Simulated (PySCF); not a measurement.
# Stretching RbSb⁺

Set-up: basis Rb def2-SVP with ECP28, Sb def2-SVP with ECP28; scalar-relativistic core potentials; PySCF 2.14. Energies in eV from Rb⁺ + Sb in their ground configurations at the same level. State: ⁴Σ⁻ (quartet), unpaired electrons σ ↑, π ↑↑.

| R (Å) | UHF | UHF-MP2 |
| --- | --- | --- |
| 3.501 | 0.0765 | -0.0147 |
| 3.664 | -0.0023 | -0.0757 |
| 3.827 | -0.0478 | -0.1072 |
| 3.949 | -0.0676 | -0.1184 |
| 4.071 | -0.0790 | -0.1226 |
| 4.193 | -0.0846 | -0.1222 |
| 4.356 | -0.0862 | -0.1172 |
| 4.559 | -0.0825 | -0.1074 |
| 4.804 | -0.0744 | -0.0940 |
| 5.130 | -0.0619 | -0.0767 |

**Question.** Put a parabola through the three lowest points of the UHF curve and estimate Re, k and ωe (reduced mass 49.88 u; 1 eV/Å² = 0.16022 mdyn/Å; ωe = 1302.8·√(k/μ) cm⁻¹).

**Answer.** Through R = 4.193, 4.356, 4.559 Å the second-order coefficient is 0.0766 eV/Å², so Re ≈ 4.339 Å, k ≈ 0.0246 mdyn/Å and ωe ≈ 29 cm⁻¹. A polynomial fit of higher order to the unrounded UHF energies gives Re = 4.321 Å, k = 0.0276 mdyn/Å, ωe = 30.6 cm⁻¹; anharmonicity and rounding make the difference.

The higher-order fit for each curve: UHF: Re = 4.321 Å, ωe = 30.6 cm⁻¹, De = 0.086 eV; UHF-MP2: Re = 4.116 Å, ωe = 37.7 cm⁻¹, De = 0.123 eV.

Correlated steps freeze 4 core orbitals. The bond is weak. Basis-set superposition, not corrected here, can be much of De in a small basis, most of all at correlated wavefunction levels. Spin–orbit coupling is left out, which matters for elements this heavy, above all for dissociation energies. For an ion De counts to the pair picked by the measured ionisation energies or electron affinities, which need not be the lowest pair at this level. The state was picked by a PBE0 search and need not be the measured ground state.
